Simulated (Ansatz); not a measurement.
Stepwise reaction of `[CH3][Sn][CH3]` with methanol, as a gas-phase model of exchange steps in deposition or etching. ΔE in kJ/mol; ΔG adds harmonic PBE0-D4 terms to CCSD(T)/CBS, at 1 bar.

Program: Ansatz. Geometries: PBE0-D4/def2-TZVP. ΔE: electronic, gas phase. CCSD(T)/CBS adds triple-zeta CCSD(T) − MP2 to the extrapolated MP2 energy (def2 sets, frozen cores). This one scheme is used for every species. Functionals use def2-TZVPP. B3LYP here is the variant with VWN-RPA as its local correlation; programs differ in this. def2 core potentials past Kr. For Sn outer-core shells are correlated without core-valence functions, which leaves a few kJ/mol of doubt a bond. Each species was taken in one conformer, which may not be the lowest.

| step | reaction | PBE-D4 | B3LYP-D4 | ωB97M-V | CCSD(T)/CBS | ΔG(600 K) |
| --- | --- | --- | --- | --- | --- | --- |
| 2 | `C[O][Sn][CH3]` + CH₃OH → `C[O][Sn][O]C` + CH₄ | -104.2 | -111.1 | -102.1 | -103.4 | -87.6 |

**Question.** Give the row of step 1, `[CH3][Sn][CH3]` + CH₃OH → `C[O][Sn][CH3]` + CH₄. (An estimate is asked.)

**Answer.** The calculation gave: 
```tsv
step	reaction	PBE-D4	B3LYP-D4	ωB97M-V	CCSD(T)/CBS	ΔG(600 K)
1	`[CH3][Sn][CH3]` + CH₃OH → `C[O][Sn][CH3]` + CH₄	-107.0	-110.2	-100.7	-101.7	-79.3
```

**Question.** By hand: ΔE of the 2 steps together at CCSD(T)/CBS.

**Answer.** (-101.7) + (-103.4) = -205.1 kJ/mol, or -102.6 kJ/mol a step.

In ΔE the steps differ by no more than 1.7 kJ/mol. All are downhill at CCSD(T)/CBS. ΔG lies between -87.6 and -79.3 kJ/mol a step. PBE-D4 differs from CCSD(T)/CBS by -5.3 to -0.8 kJ/mol a step. Isolated molecules leave out the surface, adducts and barriers. Largest T1 diagnostic: 0.017.
